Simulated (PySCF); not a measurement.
Method: PBE-D3(BJ)/def2-TZVP // PBE0-D3(BJ)/def2-TZVP in PySCF. All species are isolated molecules in the gas phase. One relaxed conformer stands for a flexible species; it need not be the lowest. Excitations are Tamm–Dancoff values on a coarser integration grid. The basis has no diffuse functions, so Rydberg states are missing or too high.

Reference species (SMILES): `OB(O)O` (neutral, multiplicity 1).

The HOMO–LUMO gap is 7.30 eV, the S1–T1 gap (TDA) is 0.20 eV and the S1 excitation (TDA) comes out as 7.38 eV. The S1 oscillator strength is 0.000.

Changed species: `OB(O)Br` (H–O–B–Br torsion -180°, Br–B–O–H torsion 180°) (2 of 3 Br replaced by OH; the reference has 3 of 3 Br replaced by OH).

Task: What does the change do to the HOMO–LUMO gap, S1–T1 gap (TDA), S1 excitation (TDA) and S1 oscillator strength?

Result: the HOMO–LUMO gap falls by 1.51 eV, to 5.79 eV; the S1–T1 gap (TDA) drops by 0.10 eV, to 0.10 eV; the S1 excitation (TDA) falls by 1.55 eV, to 5.83 eV; the S1 oscillator strength hardly moves.
